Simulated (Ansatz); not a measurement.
`FB1SC1[SiH3]`, relaxed with RKS PBE0-D4/def2-TZVP in the Gaussian-basis code of Ansatz from a PBE-D4/def2-SVP geometry. The force threshold is 0.005 eV/Å; the program also tests the step.

Charge 0, multiplicity 1.

Start:

```xyz
9

F     0.388    0.379    2.791
B     0.140   -0.320    1.699
S     0.437   -1.893    0.959
C    -0.554   -0.319    0.332
Si    0.166    0.496   -1.213
H    -1.646   -0.509    0.301
H     1.623    0.782   -0.982
H    -0.568    1.785   -1.477
H     0.015   -0.401   -2.411
```

| step | energy (eV) | largest force (eV/Å) | largest move (Å) |
| --- | --- | --- | --- |
| 1 | -23200.2567 | 0.625 | 0.000 |
| 2 | -23200.2904 | 0.326 | 0.031 |
| 3 | -23200.2969 | 0.064 | 0.015 |
| 4 | -23200.2974 | 0.035 | 0.008 |
| 5 | -23200.2975 | 0.018 | 0.002 |
| 6 | -23200.2976 | 0.007 | 0.003 |
| 7 | -23200.2976 | 0.003 | 0.004 |

End:

```xyz
9

F     0.387    0.378    2.758
B     0.144   -0.317    1.681
S     0.421   -1.866    0.924
C    -0.550   -0.319    0.327
Si    0.163    0.490   -1.197
H    -1.625   -0.498    0.308
H     1.600    0.776   -0.959
H    -0.566    1.760   -1.465
H     0.026   -0.404   -2.376
```

It took 23 s on 4 threads of an Arm Neoverse V2 on a shared host, with 0.48 GiB of host memory at the peak.
